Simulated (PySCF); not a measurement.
# O²⁺: excitation energy

O²⁺ [He] 2s2 2p2 (3P) → O²⁺ [He] 2s1 2p2 3d1 (high-spin determinant), as a difference of total energies. Calculation: PySCF 2.14, in aug-cc-pVTZ with one added diffuse shell each of s, p, d, f type (6s5p4d3f, 62 functions); no relativity, point nucleus. Correlated levels: valence: 1s2 frozen. The calculations carry no spin-orbit coupling.

```tsv
method	excitation energy (cm⁻¹)
UHF	378130
LDA	387730
PBE	386320
PBE0	387610
r2SCAN	385590
BP86	387970
BLYP	391410
PW91	387050
CAM-B3LYP	394130
MP2 (valence)	390680
SCS-MP2 (valence)	394160
```

A first-order spin-orbit estimate (lowest level to lowest level, LS coupling) adds 0.006 eV.

The promoted electron is Rydberg-like, and one or two diffuse shells describe it only roughly, which tends to raise the upper state.

The determinant of the upper state mixes LS terms, which raises its energy above the lowest term, most at the Hartree-Fock and MP2 levels.
